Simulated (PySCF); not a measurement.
Molecule: `C#CC1C(=O)C=CC1=O`, C₇H₄O₂.

Cartesian coordinates in Å; atom numbers follow the order of the lines, from 1:
```xyz
13

C     2.665   -0.314   -0.445
C     1.578    0.185   -0.441
C     0.239    0.743   -0.416
C    -0.723   -0.237   -1.092
O    -0.828   -0.442   -2.269
C    -1.505   -0.864    0.000
C    -1.249   -0.285    1.175
C    -0.256    0.807    1.030
O     0.083    1.592    1.871
H     3.630   -0.724   -0.464
H     0.247    1.724   -0.899
H    -2.197   -1.666   -0.195
H    -1.689   -0.520    2.128
```

Frames of a GFN2-xTB Langevin trajectory at 300 K; GIAO PBE0/pcSseg-1 shieldings in PySCF 2.14, gas phase, non-relativistic; equivalent atoms averaged within each frame.

δ = σ(ref) − σ, references computed at the same level: ¹³C (186.93 ppm) and ¹H (31.72 ppm) against TMS; H2O for ¹⁷O (336.08 ppm). The references are static minima.

**Question.** How do the shifts (ppm) fluctuate along the trajectory?

**Answer.** 
```csv
time (fs),C4/C8,C6/C7,C2,C1,C3,O5/O9,H12/H13,H11,H10
optimised geometry,202.0,157.1,81.1,79.5,44.7,680.5,7.36,3.40,1.64
250,201.1,149.0,85.9,80.2,48.5,672.2,7.29,2.41,1.32
425,208.9,159.7,79.0,80.6,49.5,725.0,7.72,4.06,2.06
625,206.4,161.0,87.1,79.3,49.5,718.0,7.72,3.49,1.85
800,201.1,155.5,82.4,89.0,43.2,672.2,6.71,4.42,2.45
1000,208.8,161.0,79.6,82.9,44.0,710.0,7.98,4.10,3.14
mean of frames,205.3,157.2,82.8,82.4,46.9,699.5,7.48,3.70,2.16
standard deviation,3.9,5.1,3.6,3.9,3.1,25.5,0.50,0.79,0.68
```

5 frames give an uncertainty of the mean of about the standard deviation over 2.2 at best, since frames this close in time may not be independent; classical motion lacks zero-point vibration, and the reference would need the same averaging.
